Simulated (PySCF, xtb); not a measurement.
C2H5ClFNSi, SMILES N[Si@H](Cl)/C=C/F. One conformer was computed; it need not be the lowest.

Harmonic wavenumbers (cm⁻¹) from GFN2-xTB in xtb at its own minimum, in rising order: 56, 92, 140, 143, 187, 262, 293, 405, 421, 489, 607, 683, 731, 778, 814, 915, 993, 1074, 1197, 1273, 1502, 1674, 2273, 3061, 3082, 3481, 3529.

Task: What does PySCF with TPSSh-D3(BJ)/def2-SVP give at its own minimum? (Estimate from the structure and the level; the computed values follow.)

Result: 83, 118, 167, 218, 262, 323, 355, 437, 454, 511, 723, 774, 843, 860, 885, 925, 984, 1149, 1202, 1343, 1556, 1695, 2295, 3160, 3199, 3541, 3636. Paired by order, the mean absolute difference is 58 cm⁻¹ and the zero-point energies are 43.1 and 45.3 kcal/mol.
